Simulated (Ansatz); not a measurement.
Cartesian coordinates in Å:
```
C -0.489 1.993 -0.699
O -1.298 1.038 -0.033
B -0.785 -0.154 0.315
Br -1.977 -1.386 1.222
O 0.496 -0.472 0.044
C 1.103 -1.704 0.380
H -1.107 2.873 -0.874
H 0.374 2.269 -0.088
H -0.131 1.603 -1.655
H 2.133 -1.662 0.028
H 0.587 -2.537 -0.101
H 1.094 -1.861 1.461
```

The species carries charge 0 and has multiplicity 1.

List the PBE/def2-TZVPP orbital energies in eV (Ansatz 0.2.0). (Estimate.)

Computed: Occupied: -13088.59, -1681.72, -1516.09, -1516.03, -1516.01, -511.07, -510.86, -270.42, -270.30, -228.50, -178.90, -170.67, -170.49, -170.45, -67.34, -67.29, -67.26, -67.13, -67.13, -26.59, -25.82, -19.23, -17.63, -17.30, -13.44, -12.73, -11.82, -11.68, -11.11, -10.75, -9.54, -8.51, -8.08, -7.80, -7.21, -6.91, -6.87. Lowest empty: -0.22, 0.04, 0.83, 1.05, 1.67, 1.92, 2.12, 2.44.
